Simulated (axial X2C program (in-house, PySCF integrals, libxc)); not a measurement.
# Testing model relations on RuTe

A bond curve at the PBE0 level, with spin–orbit coupling, was computed with an in-house relativistic program for diatomic molecules (basis Te dyall-cv3z [11s12p8d4f1g], Ru dyall-cv3z [12s12p8d5f3g] (cores contracted in-house)) for the state Ω = 4 (⟨Sz⟩ = 2.00, ⟨Lz⟩ = 2.00 at PBE0). Its fit gives Re = 2.4111 Å, ωe = 277.8 cm⁻¹, ωexe = 0.555 cm⁻¹ and αe = 1.347e-04 cm⁻¹; the masses are 129.9062 and 101.9043 u. Two-component means X2C with spin–orbit coupling and atomic mean-field Coulomb and Gaunt terms.

Q: Find the reduced mass, Be and the force constant.

A: From the PBE0 values: μ = 57.1070 u. Be = 16.8576/(μ Re²) = 0.05078 cm⁻¹. k = 5.8918×10⁻⁷ μ ωe² = 2.6 mdyn/Å.

Q: The dipole moment p changes by 2.58 D/Å at Re. What harmonic infrared intensity follows?

A: I = 42.256 × (dp/dR)²/μ = 4.9 km/mol.

Q: Where do the fundamental and the first overtone lie?

A: ν(1←0) = ωe − 2ωexe = 276.7 cm⁻¹; ν(2←0) = 2ωe − 6ωexe = 552.3 cm⁻¹.

Q: Estimate the centrifugal constant by the Kratzer relation.

A: D = 4Be³/ωe² = 6.79e-09 cm⁻¹.

Q: A Morse curve ties αe to the other constants (Pekeris). How well does that hold?

A: αe(Morse) = 6Be²/ωe × (√(ωexe/Be) − 1) = 1.284e-04 cm⁻¹; the PBE0 curve gives 1.347e-04 cm⁻¹, a ratio of 0.95.

The state is a single determinant with fixed occupations, the lowest that a limited PBE0 search found. Density functionals use the spin component along the axis (collinear). Other states lie close and PBE0, whose exact exchange favours high spin, may order them wrongly; the determinant shown need not be the ground state. The nearest other 2c determinant of the search, Ω = 2, lies 0.35 eV up at the distance of the search. Without a current term, density functionals place determinants with orbital angular momentum somewhat too high. With several unpaired electrons one determinant need not be a pure state. Open-shell Ω = 0 determinants with evenly filled partner blocks cannot be reached by this program, so the Ω shown need not be the lowest component.
